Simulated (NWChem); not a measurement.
System: CH₄Ge, singlet; SMILES [GeH][CH3]

Input file for NWChem:

```
start job
memory heap 200 mb stack 900 mb global 1100 mb
geometry units angstroms
  Ge     0.037340    -0.451655    -0.000441
  H     -1.581719    -0.526574     0.000720
  C      0.035589     1.557346    -0.000434
  H      1.053324     1.992299    -0.004245
  H     -0.519328     1.927105     0.890182
  H     -0.527740     1.929486    -0.884606
end
basis spherical
  Ge library def2-svp
  H library def2-svp
  C library def2-svp
end
dft
  xc xcamb88 1.00 lyp 0.81 vwn_5 0.19 hfexch 1.00
  cam 0.33 cam_alpha 0.19 cam_beta 0.46
  iterations 150
end
driver
  maxiter 120
end
task dft optimize
task dft freq
```

NWChem printed, in part:

```
             Northwest Computational Chemistry Package (NWChem) 7.3.0
             --------------------------------------------------------

 C1  symmetry detected

                             Geometry "geometry" -> ""
                             -------------------------

 Output coordinates in angstroms (scale by  1.889725989 to convert to a.u.)

  No.       Tag          Charge          X              Y              Z
 ---- ---------------- ---------- -------------- -------------- --------------
    1 Ge                  32.0000     0.04585355    -0.45630364    -0.00003705
    2 H                    1.0000    -1.57238154    -0.54730606     0.00000530
    3 C                    6.0000     0.02414101     1.55258079    -0.00014619
    4 H                    1.0000     1.03750644     1.99762447    -0.00327620
    5 H                    1.0000    -0.53504061     1.91685262     0.89006357
    6 H                    1.0000    -0.54224395     1.91906062    -0.88472997

 Effective nuclear repulsion energy (a.u.)      91.6228467528

                                Z-matrix (autoz)
                                --------

 Units are Angstrom for bonds and degrees for angles

      Type          Name      I     J     K     L     M      Value
      ----------- --------  ----- ----- ----- ----- ----- ----------
    1 Stretch                  1     2                       1.62079
    2 Stretch                  1     3                       2.00900
    3 Stretch                  3     4                       1.10679
    4 Stretch                  3     5                       1.11259
    5 Stretch                  3     6                       1.11247
    6 Bend                     1     3     4               113.09050
    7 Bend                     1     3     5               109.43752
    8 Bend                     1     3     6               109.56984
    9 Bend                     2     1     3                92.59943
   10 Bend                     4     3     5               109.31623
   11 Bend                     4     3     6               109.35594
   12 Bend                     5     3     6               105.81194
   13 Torsion                  2     1     3     4        -179.82654
   14 Torsion                  2     1     3     5          58.04798
   15 Torsion                  2     1     3     6         -57.55382

                           NWChem Geometry Optimization
                           ----------------------------

[...]

      ----------------------
      Optimization converged
      ----------------------

  Step       Energy      Delta E   Gmax     Grms     Xrms     Xmax
  ---- ---------------- -------- -------- -------- -------- --------
@    3   -2117.26801017 -9.7D-07  0.00014  0.00005  0.00056  0.00107
                                     ok       ok       ok       ok

                                Z-matrix (autoz)
                                --------

 Units are Angstrom for bonds and degrees for angles

[...]

 Rotational Constants
 --------------------
 A=   2.940435 cm-1  (  4.230535 K)
 B=   0.303280 cm-1  (  0.436342 K)
 C=   0.289758 cm-1  (  0.416888 K)

 Temperature                      =   298.15K
 frequency scaling parameter      =   1.0000

 Zero-Point correction to Energy  =   26.040 kcal/mol  (  0.041497 au)
 Thermal correction to Energy     =   28.543 kcal/mol  (  0.045487 au)
 Thermal correction to Enthalpy   =   29.136 kcal/mol  (  0.046431 au)

 Total Entropy                    =   64.628 cal/mol-K
   - Translational                =   39.385 cal/mol-K (mol. weight =  89.9532)
   - Rotational                   =   21.352 cal/mol-K (symmetry #  =        1)
   - Vibrational                  =    3.891 cal/mol-K

 Cv (constant volume heat capacity) =   11.826 cal/mol-K
   - Translational                  =    2.979 cal/mol-K
   - Rotational                     =    2.979 cal/mol-K
   - Vibrational                    =    5.867 cal/mol-K

[normal modes left out]

 ----------------------------------------------------------------------------
 Normal Eigenvalue ||           Projected Infra Red Intensities
  Mode   [cm**-1]  || [atomic units] [(debye/angs)**2] [(KM/mol)] [arbitrary]
 ------ ---------- || -------------- ----------------- ---------- -----------
    1       -0.000 ||    0.000068           0.002         0.067       0.022
    2        0.000 ||    0.000130           0.003         0.126       0.042
    3        0.000 ||    0.000001           0.000         0.001       0.000
    4        0.000 ||    0.000383           0.009         0.374       0.124
    5        0.000 ||    0.000167           0.004         0.163       0.054
    6        0.000 ||    0.000135           0.003         0.131       0.044
    7      181.492 ||    0.000449           0.010         0.438       0.146
    8      559.162 ||    0.048961           1.130        47.729      15.891
    9      605.202 ||    0.000349           0.008         0.340       0.113
   10      627.279 ||    0.013828           0.319        13.480       4.488
   11      901.137 ||    0.058440           1.348        56.971      18.967
   12     1234.832 ||    0.016862           0.389        16.438       5.473
   13     1422.587 ||    0.005258           0.121         5.126       1.706
   14     1434.356 ||    0.008183           0.189         7.977       2.656
   15     1934.872 ||    0.381095           8.792       371.510     123.688
   16     3044.407 ||    0.000616           0.014         0.601       0.200
   17     3115.807 ||    0.010130           0.234         9.875       3.288
   18     3162.575 ||    0.009541           0.220         9.301       3.097
 ----------------------------------------------------------------------------
```

Level: CAM-B3LYP/def2-SVP. Low-valent species are run as closed-shell singlets; no triplet was tried in these runs.
